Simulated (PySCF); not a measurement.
Exercise with solution: oscillator strength and radiative lifetime

AlH₇O₂Si₂, SMILES [OH][Al]([OH])[SiH2][SiH3].

The structure is a stationary point at B3LYP-D3(BJ)/def2-SVP. The structure was generated by enumeration; whether it is a known compound was not checked. One conformer was computed; it need not be the lowest.

PySCF with TDA-PBE/def2-SVPD puts the first singlet state with f over 0.02 at 5.56 eV (vertical), with the transition dipole (-0.779, -0.170, 0.000) in atomic units.

Find the oscillator strength, the wavelength and the radiative lifetime that this transition would have in vacuum if emission retraced absorption.


|μ|² = 0.6357 au, so |μ| = 2.03 D. ΔE = 5.56/27.211 = 0.2043 hartree. f = (2/3) ΔE |μ|² = 0.087 (the program prints 0.087).
λ = 1239.84/5.56 = 223 nm; ν = 44844 cm⁻¹.
Einstein's coefficient A = 0.6670 ν² f s⁻¹ (ν in cm⁻¹) = 1.2e8 s⁻¹, so τ = 1/A = 8.6 ns. This state is S1. The figure is the radiative limit of this one transition; relaxation, internal conversion, crossing to triplets and a medium change what is measured.
